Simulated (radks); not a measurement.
Values are calculated unless marked as measured or tabulated.
Ionisation of Re+, [Xe] 4f14 5d5 6s1, to Re2+, [Xe] 4f14 5d5, under several functionals. Scalar-relativistic Kohn-Sham, spin-polarised, spherical densities, finite nucleus; open shells are filled with parallel spins first (spin-orbit coupling, left out, can overturn this in heavy ions); a radial shooting solver on a logarithmic mesh with Libxc functionals.

functional                               E(Re+) (hartree)  Exc (hartree)  IE (eV)  -e(HOMO) (eV)  <r> HOMO (bohr)  IE error (eV)
SCAN                                          -16691.8225      -331.7624   17.435         13.790            2.821         +0.835
PBEsol                                        -16684.4472      -325.5264   17.251         13.632            2.789         +0.651
Wu-Cohen GGA                                  -16688.1279      -329.2042   17.283         13.651            2.792         +0.683
revPBE                                        -16689.6541      -330.7400   17.117         13.513            2.800         +0.517
RPBE                                          -16689.7949      -330.8816   17.102         13.499            2.804         +0.502
LDA (Slater exchange, VWN5 correlation)       -16679.6721      -320.7609   17.477         13.809            2.795         +0.877

NIST Atomic Spectra Database: 16.6 eV (semi-empirical). Closest: RPBE. The Delta-SCF values span 0.38 eV, the total energies 12.15 hartree. The highest occupied level is 6s. Open shells are spherical and high-spin; term and fine-structure splittings are not resolved. Spin-orbit splitting is averaged out at the scalar-relativistic level.
